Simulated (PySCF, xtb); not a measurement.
formate (CHO2), SMILES O=C[O-], charge -1.

Coordinates come from a r2SCAN-D4/def2-TZVPD optimisation.

Computed with PySCF with IEF-PCM-ωB97X/def2-SVPD.

The values are the electrostatic part of the solvation free energy, E(continuum) − E(gas) at the gas-phase geometry, in a cavity of scaled van der Waals radii (PySCF's table); cavitation and dispersion terms are not included. In vacuum the orbital gap is 11.00 eV.

Problem. Estimate the values in water (ε = 78.36), acetone (ε = 20.49), diethylether (ε = 4.24). (The exact figures need the calculation; the answer reports its results.)

Solution. 
```csv
solvent,ε,ΔG(elec) (kcal/mol),gap (eV)
water,78.36,-67.9,12.34
acetone,20.49,-65.3,12.30
diethylether,4.24,-52.0,12.05
```

For comparison, GFN2-xTB/ALPB(water) (xtb, at the GFN2-xTB geometry, all terms of that model) gives -68.7 kcal/mol.
